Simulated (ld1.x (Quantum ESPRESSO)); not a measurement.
## Ranking TM potentials for gallium (Ga)

All share these settings but for the change named:

```json
{
  "Element": "Ga",
  "Generator": "ld1.x (Quantum ESPRESSO) 7.5",
  "Type": "norm-conserving Troullier–Martins (Kleinman–Bylander form)",
  "Functional": "PBEsol",
  "Relativity": "scalar-relativistic",
  "Frozen core": "[Ar] 3d10",
  "Valence charge": "3",
  "Reference configuration": "4s2 4p1",
  "Partial waves": "4p (bound): rc 2.25 bohr; 4s (bound): rc 1.65 bohr",
  "Local potential": "the s channel",
  "Core correction": "Bessel-smoothed model core inside 1.40 bohr"
}
```

Cutoff: the first of the cutoffs (Ry, on a coarse ladder) from which the occupation-weighted sum of valence levels, in a spherical-Bessel basis at the reference potential, stays within 10 and 1 mRy of its value at 400 Ry; the density cutoff is not measured.

The base gives 15 Ry.

Of 7 variants that were run, those that failed, showed a ghost or another fault, or gave nearly equal values are left out.

A variant can come out equal or close to the base.

**Question.** Rank these variants from softest to hardest (loose cutoff).
A. core [Ar], valence charge 13; reference 3d10 4s1 4p0; waves now 4p (bound): rc 2.15 bohr; 3d (bound): rc 1.20 bohr; 4s (bound): rc 1.90 bohr; core correction a·sin(br)/r model core inside 1.10 bohr
B. local potential all-electron potential smoothed inside 2.25 bohr (lloc = -2)
C. type ultrasoft; waves now 4s (bound): rcut 1.45, rcutus 1.65 bohr; 4s channel at 1.8 Ry: rcut 1.45, rcutus 1.65 bohr; 4p (bound): rcut 1.95, rcutus 2.25 bohr; 4p channel at 1.7 Ry: rcut 1.95, rcutus 2.25 bohr; local potential all-electron potential smoothed inside 1.95 bohr (lloc = -1); augmentation PSQ, radius 1.40 bohr
D. wave 4s (bound): rc 1.65 bohr becomes 4s (bound): rc 2.52 bohr

**Answer.** D (10 Ry), C (12 Ry), B (15 Ry), A (180 Ry).
